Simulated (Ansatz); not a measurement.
Cost and result for the atomization energy of C4H3FSe (`Fc1ccc[se]1`) (9 atoms, 9 bonds).

Z-matrix (Å, degrees):
```
C
C 1 1.350
Se 1 1.863 2 113.5
F 1 1.324 2 126.1 3 180.0
C 2 1.425 1 113.0 3 0.0
H 2 1.082 1 122.5 3 -180.0
C 3 1.859 1 86.0 2 -0.0
H 5 1.083 2 122.2 1 -180.0
H 7 1.079 3 120.2 1 -180.0
```

The species carries charge 0 and has multiplicity 1. Correlated methods include outer-core shells of Se, which these sets cover unevenly. Scalar relativity is left out up to krypton. Geometry: relaxed with PBE0-D4/def2-TZVP. Program: Ansatz. All runs use 4 threads of a server CPU on a shared host. Times are those of one run each, without the atoms' runs, and a repeat can differ threefold. Electronic energies, without spin–orbit coupling; frozen cores. CCSD(T)/CBS adds CCSD(T) − MP2 in def2-TZVPP to the MP2 limit, and its time is that of the two runs behind it. T1 = 0.012; the RHF reference is unstable towards UHF. With those shells the extrapolation isn't a true limit. HSE06 is the plane-wave form, built on full-range PBE exchange.

CCSD(T)/CBS is a level of theory with its own doubt, some kJ/mol a heavy atom from the limit and from the frozen cores, so smaller differences don't rank the functionals.

```tsv
level	functions	wall time
LDA (SPW92)/def2-TZVPP	245	1.4 s
revPBE-D4/def2-TZVPP	245	2 s
PBE-D4/def2-TZVPP (with forces)	245	2.3 s
PBE0-D4/def2-TZVPP	245	3.1 s
HSE06-D4/def2-TZVPP	245	3.6 s
CAM-B3LYP-D4/def2-TZVPP	245	4.2 s
r2SCANh-D4/def2-TZVPP	245	4.7 s
ωB97X-V/def2-TZVPP	245	7.5 s
CCSD(T)/def2-SVP	117	10 s
ωB97M-V/def2-TZVPP (with forces)	245	11 s
MP2/def2-QZVPP	464	37 s
CCSD(T)/def2-TZVPP	245	2.9 min
CCSD(T)/CBS(def2)	–	3.5 min
```

Q: What atomization energy does each give, and how far from CCSD(T)/CBS? (An estimate is asked.)

A: Computed: 
```tsv
level	atomization (kcal/mol)	difference from CCSD(T)/CBS	per bond
LDA (SPW92)/def2-TZVPP	1122.6	179.5	19.9
revPBE-D4/def2-TZVPP	961.2	18.1	2.0
PBE-D4/def2-TZVPP (with forces)	991.5	48.4	5.4
PBE0-D4/def2-TZVPP	962.3	19.2	2.1
HSE06-D4/def2-TZVPP	963.2	20.1	2.2
CAM-B3LYP-D4/def2-TZVPP	944.8	1.7	0.2
r2SCANh-D4/def2-TZVPP	945.8	2.7	0.3
ωB97X-V/def2-TZVPP	944.9	1.8	0.2
CCSD(T)/def2-SVP	896.5	-46.6	-5.2
ωB97M-V/def2-TZVPP (with forces)	945.0	1.9	0.2
MP2/def2-QZVPP	968.7	25.6	2.8
CCSD(T)/def2-TZVPP	917.6	-25.5	-2.8
CCSD(T)/CBS(def2)	943.1	0.0	0.0
```

From r2SCAN to r2SCAN0 (25 % exact exchange), in def2-TZVPP and without D4, the atomization energy moves by −23.3 kcal/mol: exact exchange takes away binding that semilocal exchange gives to molecules. At CCSD(T), def2-SVP lies −46.6 kcal/mol from the extrapolated value and def2-TZVPP −25.5 kcal/mol: correlation converges slowly with the basis, and small sets miss more of it in the bonded molecule than in its fragments. The D4 term adds +9.8 kcal/mol with B3LYP and +5.0 kcal/mol with PBE0; it sums over pairs of atoms, weighted by their polarisabilities, and B3LYP, whose exchange is more repulsive, gets the larger term.

B3LYP here is the variant with VWN-RPA as its local correlation; programs differ in this.
